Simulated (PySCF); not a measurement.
Values are calculated unless marked as measured or tabulated.
## Si3H5O4(-)

The system: Si3H5O4(-), a small molecule; charge -1, singlet. The structure, one conformer, was relaxed in the gas phase by PBE0-D3(BJ)/def2-SVP. No frequency run checks that it is a minimum.

SMILES: O[Si]1O[SiH2]O[SiH2]O1 (charge -1)

```
atom   x (Å)   y (Å)   z (Å)
  O1   0.816   1.166  -0.633
 Si2  -0.512   1.617   0.172
  O3  -1.450   0.296   0.596
 Si4  -1.085  -1.298   0.242
  O5   0.351  -1.425  -0.493
 Si6   1.394  -0.324  -1.474
  O7   2.827  -0.548  -0.555
  H8  -1.398   2.536  -0.624
  H9  -0.178   2.347   1.444
 H10  -2.224  -1.829  -0.584
 H11  -1.110  -2.058   1.540
 H12   2.608  -0.508   0.386
```

Shieldings: GIAO PBE0/aug-pcSseg-1.  Core levels by delta-SCF with SCAN, aug-pcX-2 on the ionised atom and aug-pcseg-1 elsewhere, spin-free X2C (2p3/2 is the spin-free 2p value less a third of a first-order spin-orbit splitting); from the vacuum level, for chosen atoms.

(1) Give the shieldings and core levels atom by atom.

(2) Which of Si2, Si6 holds its core electrons tightest, and by how much against the loosest?

(3) By CAM-B3LYP/def2-SVPD (TDDFT singlets, Tamm-Dancoff triplets, ionisation by delta-SCF), where does absorption start, and what does vertical ionisation take?

Answers

(1) 
```json
{"atoms": "O1", "bonded to": "2 Si", "σ (ppm)": "164.4", "δ (ppm)": "-", "core level (eV)": "1s 532.53"}
{"atoms": "Si2 Si4", "bonded to": "2 O + 2 H", "σ (ppm)": "404.7", "δ (ppm)": "-", "core level (eV)": "2p3/2 103.52"}
{"atoms": "O3", "bonded to": "2 Si", "σ (ppm)": "230.9", "δ (ppm)": "-", "core level (eV)": "-"}
{"atoms": "O5", "bonded to": "2 Si", "σ (ppm)": "163.6", "δ (ppm)": "-", "core level (eV)": "1s 532.54"}
{"atoms": "Si6", "bonded to": "3 O", "σ (ppm)": "355.0", "δ (ppm)": "-", "core level (eV)": "2p3/2 102.14"}
{"atoms": "O7", "bonded to": "1 Si + 1 H", "σ (ppm)": "198.9", "δ (ppm)": "-", "core level (eV)": "1s 533.05"}
{"atoms": "H8", "bonded to": "1 Si", "σ (ppm)": "25.91", "δ (ppm)": "-", "core level (eV)": "-"}
{"atoms": "H9", "bonded to": "1 Si", "σ (ppm)": "25.91", "δ (ppm)": "-", "core level (eV)": "-"}
{"atoms": "H10", "bonded to": "1 Si", "σ (ppm)": "25.87", "δ (ppm)": "-", "core level (eV)": "-"}
{"atoms": "H11", "bonded to": "1 Si", "σ (ppm)": "25.98", "δ (ppm)": "-", "core level (eV)": "-"}
{"atoms": "H12", "bonded to": "1 O", "σ (ppm)": "30.38", "δ (ppm)": "-", "core level (eV)": "-"}
```

Values are those of this one static structure; atoms that internal rotation interchanges would show their mean in an NMR spectrum.

(2) Si2 (bonded to 2 O + 2 H), by 1.37 eV over Si6 (bonded to 3 O).

(3) The lowest singlet lies at 4.72 eV (f 0.004), the strongest of the first 6 at 5.55 eV (f 0.185), the lowest triplet at 4.12 eV; vertical ionisation takes 3.26 eV.

Excited states of gas-phase anions may lie above the detachment limit and hang on the basis.

The 3 runs behind this took 5.1 min in all, one thread each of Arm Neoverse V1 on a shared host, launched as `OMP_NUM_THREADS=1 python cluster_run.py task.json out`.
